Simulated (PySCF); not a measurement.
C4H4, SMILES C=C=C=C. Coordinates come from a B3LYP-D3(BJ)/def2-SVP optimisation.

Computed equilibrium geometry at B3LYP-D3(BJ)/def2-SVP (PySCF confirms it by a frequency run) as Cartesian coordinates in Å, and its point group:
point group D2h.
```xyz
8

C      0.0000     0.0000     1.9575
C      0.0000     0.0000     0.6371
C      0.0000     0.0000    -0.6371
C      0.0000     0.0000    -1.9575
H      0.0000    -0.9353     2.5286
H      0.0000     0.9353     2.5286
H      0.0000    -0.9353    -2.5286
H      0.0000     0.9353    -2.5286
```
Charge 0, spin multiplicity 1.
